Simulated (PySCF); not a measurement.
C₄H₈O₂.

```xyz
14

C      2.3790    -0.3167     0.4434
O      1.0777    -0.8400     0.3311
C      0.1970     0.0118    -0.3165
C     -0.4637     1.1368     0.4583
C     -1.2384    -0.0986     0.0402
O     -2.1505    -0.0272    -1.0079
H      2.8359    -0.1335    -0.5491
H      2.9901    -1.0563     0.9805
H      2.3928     0.6368     1.0063
H      0.4169     0.2085    -1.3766
H     -0.2102     1.2399     1.5170
H     -0.6697     2.0675    -0.0778
H     -1.4642    -0.8230     0.8359
H     -2.9518     0.3980    -0.6746
```

The structure is a stationary point at B3LYP-D3(BJ)/def2-SVP. One conformer was computed; it need not be the lowest.

The numbers are results of PBE0/pcSseg-1 (PySCF), not measurements. Non-relativistic, no solvent.

Computed absolute GIAO shielding of each atom: isotropic value and principal components (ppm):
| atom | σ(iso) | σ11 | σ22 | σ33 | span |
|---|---|---|---|---|---|
| C1 | 126.7 | 97.7 | 100.3 | 182.2 | 84.5 |
| O2 | 303.1 | 261.4 | 288.5 | 359.5 | 98.2 |
| C3 | 121.4 | 79.6 | 91.4 | 193.3 | 113.7 |
| C4 | 167.1 | 143.7 | 151.6 | 206.1 | 62.4 |
| C5 | 129.7 | 94.6 | 100.8 | 193.7 | 99.1 |
| O6 | 286.2 | 262.3 | 283.7 | 312.7 | 50.4 |
| H7 | 28.2 | 24.5 | 25.6 | 34.4 | 9.9 |
| H8 | 27.8 | 23.8 | 25.2 | 34.5 | 10.7 |
| H9 | 28.2 | 24.2 | 26.6 | 33.8 | 9.6 |
| H10 | 28.2 | 22.9 | 28.1 | 33.5 | 10.6 |
| H11 | 30.7 | 26.3 | 27.3 | 38.4 | 12.1 |
| H12 | 30.9 | 26.1 | 27.5 | 39.0 | 13.0 |
| H13 | 27.9 | 22.0 | 28.3 | 33.3 | 11.4 |
| H14 | 30.8 | 21.3 | 27.6 | 43.4 | 22.0 |
